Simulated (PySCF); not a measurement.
# Trend along the chalcogens: MGe molecules

CCSD(T) with double-zeta basis sets in PySCF, for the lowest determinant that a PBE0 search found; no spin–orbit coupling. De refers to high-spin ground-configuration atoms.

```csv
M,basis,"reference, frozen orbitals",state (unpaired electrons),Re (Å),ωe (cm⁻¹),De (eV)
O,x2c-SVPall,"RHF, 10",singlet (closed shell),1.638,969,6.26
S,def2-SVP,"RHF, 14",singlet (closed shell),2.034,571,5.17
Se,cc-pVDZ-PP,"RHF, 8",singlet (closed shell),2.170,396,4.63
Te,def2-SVP,"RHF, 13",singlet (closed shell),2.378,318,4.00
```

The shortest bond is that of GeO (1.638 Å), the longest that of GeTe (2.378 Å). GeO is bound most strongly (6.26 eV) and GeTe least (4.00 eV).

The rows differ in basis set, which adds steps of its own.

Down a group the atoms grow and get heavier, so bonds lengthen and wavenumbers fall; this series shows no clear exception.

Correlated steps freeze the inner cores (8 to 14 orbitals); shallow outer-core shells are correlated. Correlated levels converge slowly with the basis: in double zeta they bind strong bonds too weakly, by up to about 1 eV, and carry superposition errors of some tenths. These are scalar-relativistic numbers at best; spin–orbit coupling would shift them, the dissociation energy most. Where the molecule has an RHF reference, its open-shell atoms are computed with UHF. The CCSD T1 diagnostic is raised in GeO, GeS, GeTe, a sign that a single reference may not be enough there.
